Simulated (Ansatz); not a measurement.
# Ligand exchange: C3H7FMg + C2H4F3N → C3H9MgN + C2H2F4

Gas-phase species: C3H7FMg `C[CH](C)[Mg][F]`, singlet; C2H4F3N (2,2,2-trifluoroethylamine) `NCC(F)(F)F`, singlet; C3H9MgN `C[CH](C)[Mg][NH2]`, singlet; C2H2F4 (norflurane) `FCC(F)(F)F`, singlet. The partners trade F for NH2: Mg–F and C–NH2 bonds give way to Mg–NH2 and C–F.

Shapes, held fixed at every level: PBE0-D4/def2-TZVP. Flexible molecules stand in one conformer, not always the lowest. Programs: Ansatz 0.2.0. Electronic energies: no zero-point or thermal term.

```csv
level,kind,ΔE (kJ/mol),less CCSD(T)/def2-TZVPP
HF/def2-SVP,Hartree–Fock,+164.4,+14.7
PBE0-D4/def2-TZVPP,global hybrid,+152.4,+2.7
r2SCAN0-D4/def2-TZVPP,global hybrid,+152.5,+2.8
wB97M-V/def2-TZVPP,range-separated hybrid,+151.4,+1.7
B2PLYP/def2-TZVPP,double hybrid,+152.2,+2.5
MP2/def2-TZVPP,perturbation theory,+156.7,+7.0
CCSD(T)/def2-TZVPP,coupled cluster or CI,+149.7,0.0
```

The highest level, CCSD(T)/def2-TZVPP, gives ΔE = +149.7 kJ/mol; the levels span +149.7 to +164.4. The column of differences is taken from that level and isn't an error. No measured value is set beside it here. Outer-core shells of Mg are correlated, in sets that cover them unevenly. Sets without diffuse functions underbind ionic bonds of s-block metals.
